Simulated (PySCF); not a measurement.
Two-photon absorption: [C₇H₉S]+, charge +1

Geometry (Å), atoms numbered from 1 in this order:
```xyz
17

C    -2.8318    0.7065    0.4904
C    -1.4408    0.3271    0.1936
S    -0.2782    0.2163    1.3527
C    -0.9657    0.0336   -1.1882
C     0.3646   -0.6971   -1.1015
C     1.1083   -0.1973    0.1292
C     2.3470    0.5977    0.1992
C     2.4142   -0.6294    0.6355
H    -3.4816   -0.1626    0.2796
H    -2.9878    1.0295    1.5266
H    -3.1543    1.4977   -0.2075
H    -0.8775    1.0192   -1.6903
H    -1.7405   -0.5112   -1.7511
H     0.9848   -0.5433   -1.9954
H     0.1885   -1.7806   -1.0011
H     2.8142    1.5546   -0.0256
H     2.9845   -1.4637    1.0403
```

Total charge +1.

Level of theory: TDDFT PBE0/def2-SVPD excited states, vertical, gas phase in PySCF. Geometry: PBE0-D3(BJ)/def2-SVP.

The bonding changed while the geometry was optimised; results refer to the coordinates, not to the name.

(1) How strongly do the lowest singlets absorb one photon, and two photons of half the energy?

Results:

(1) δ for parallel linear polarisation; σ at the peak of a Lorentzian of half width 0.1 eV, single beam; Ω is circular over linear.
```csv
state,E (eV),f,photon λ (nm),δ (au),σ (GM),Ω,main
S1,3.64,0.003,682,21.1,0.10,0.63,HOMO→LUMO 0.99
S2,4.47,0.084,555,115,0.84,0.98,HOMO−1→LUMO 0.95
S3,5.66,0.002,438,2.49,0.03,0.84,"HOMO−3→LUMO 0.61, HOMO−2→LUMO 0.28"
S4,5.96,0.007,416,5.45,0.07,1.49,"HOMO−4→LUMO 0.79, HOMO−2→LUMO 0.10"
S5,6.10,0.147,406,63.1,0.86,0.54,"HOMO−2→LUMO 0.46, HOMO−3→LUMO 0.34"
```
